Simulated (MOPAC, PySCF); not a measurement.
H5B2N, SMILES `BNB`, neutral singlet in the gas phase. 

Cartesian coordinates (Å):
SMILES: BNB
```xyz
8

B      1.2563     0.1888     0.0041
N     -0.0246    -0.2472     0.4243
B     -1.2408    -0.0337    -0.2703
H      1.3452     0.7914    -1.0227
H      2.2121    -0.0544     0.6816
H     -0.0751    -0.7554     1.2966
H     -1.2104     0.5637    -1.3034
H     -2.2626    -0.4532     0.1899
```
Charge 0, multiplicity 1.

All levels are single points at this geometry (PBE0-D3(BJ)/def2-TZVP); Pople sets use spherical d functions. Orbital energies aren't observables, and empty levels follow the basis.

HF/3-21G in PySCF gives HOMO (eV) = -12.69.

Estimate the HOMO (eV) from each of these levels: PBE-D3(BJ)/def2-TZVP in PySCF; PBE0-D3(BJ)/def2-TZVP in PySCF; B3LYP/3-21G in PySCF; B3LYP/6-31G* in PySCF; BP86/6-31G* in PySCF; HF/6-31G* in PySCF; PM3 in MOPAC; PM7 in MOPAC.


```json
[
 {"level": "PBE-D3(BJ)/def2-TZVP in PySCF", "HOMO (eV)": "-7.75"},
 {"level": "PBE0-D3(BJ)/def2-TZVP in PySCF", "HOMO (eV)": "-9.18"},
 {"level": "B3LYP/3-21G in PySCF", "HOMO (eV)": "-8.89"},
 {"level": "B3LYP/6-31G* in PySCF", "HOMO (eV)": "-8.81"},
 {"level": "BP86/6-31G* in PySCF", "HOMO (eV)": "-7.67"},
 {"level": "HF/6-31G* in PySCF", "HOMO (eV)": "-12.56"},
 {"level": "PM3 in MOPAC", "HOMO (eV)": "-12.12"},
 {"level": "PM7 in MOPAC", "HOMO (eV)": "-11.34"}
]
```
